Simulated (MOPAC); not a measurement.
MOPAC input (MNDO):

```
MNDO PRECISE GNORM=0.05 LET XYZ UHF MS=0.5 GEO-OK AUX(PRECISION=9) THREADS=1
ISi

Si   -0.00000000 1   -0.00000000 1   -1.95292700 1
I     0.00000000 1    0.00000000 1    0.51586700 1
```

From the output:

```
                                                       MOPAC v23.2.5 Linux

          FINAL HEAT OF FORMATION =        107.90925 KCAL/MOL =     451.49232 KJ/MOL

          COSMO AREA              =        105.75 SQUARE ANGSTROMS
          COSMO VOLUME            =         96.22 CUBIC ANGSTROMS

          GRADIENT NORM           =          0.02303          =       0.01629 PER ATOM
          IONIZATION POTENTIAL    =          6.505812 EV
          ALPHA SOMO LUMO (EV)    =         -6.506 -0.965
          BETA  SOMO LUMO (EV)    =         -8.027 -0.629
          NO. OF ALPHA ELECTRONS  =          6
          NO. OF BETA  ELECTRONS  =          5
          MOLECULAR WEIGHT        =        154.9900         POINT GROUP:  C*v

          MOLECULAR DIMENSIONS (Angstroms)

            Atom       Atom       Distance
            I     2   Si     1     2.30930
            I     2   Si     1     0.00000
           Si     1    I     2     0.00000

          SCF CALCULATIONS        =          7

   ATOM   CHEMICAL          X               Y               Z
  NUMBER   SYMBOL      (ANGSTROMS)     (ANGSTROMS)     (ANGSTROMS)

     1      Si         -0.00000000  *   0.00000000  *  -1.87317894  *
     2       I          0.00000000  *  -0.00000000  *   0.43611894  *

                             CARTESIAN COORDINATES

   1   Si       -0.000000000     0.000000000    -1.873178943
   2    I        0.000000000    -0.000000000     0.436118943

           Empirical Formula: Si I  =     2 atoms

      MOLECULAR POINT GROUP   :   C*v

          ALPHA EIGENVALUES
 -24.70098 -14.53091  -9.26623  -9.26623  -9.03960  -6.50581  -0.96451  -0.96451

           BETA EIGENVALUES
 -23.90133 -13.64724  -8.94983  -8.94983  -8.02728  -0.62902  -0.62902   1.75059

              NET ATOMIC CHARGES AND DIPOLE CONTRIBUTIONS

  ATOM NO.   TYPE          CHARGE      No. of ELECS.   s-Pop       p-Pop
    1         Si           0.471954        3.5280     1.89871     1.62933
    2          I          -0.471954        7.4720     1.98237     5.48958
 DIPOLE           X         Y         Z       TOTAL
 POINT-CHG.    -0.000     0.000    -5.235     5.235
 HYBRID         0.000     0.000     0.853     0.853
 SUM            0.000     0.000    -4.382     4.382

          ATOMIC ORBITAL ELECTRON POPULATIONS

     Atom    s        px        py        pz
    1 Si   1.89871   0.06632   0.06632   1.49670
    2  I   1.98237   1.93368   1.93368   1.62221

                    (SZ)    =    0.500000
                    (S**2)  =    0.752194

          ATOMIC ORBITAL SPIN POPULATIONS

    Atom   Total    s     px     py     pz
         Atomic
    1 Si  0.5810  0.101 -0.012 -0.012  0.503
    2  I  0.4190  0.018  0.012  0.012  0.378

 **********************
 *                    *
 * JOB ENDED NORMALLY *
 *                    *
 **********************

 == MOPAC DONE ==
```

The geometry given is a B3LYP-D3(BJ)/def2-TZVP minimum.
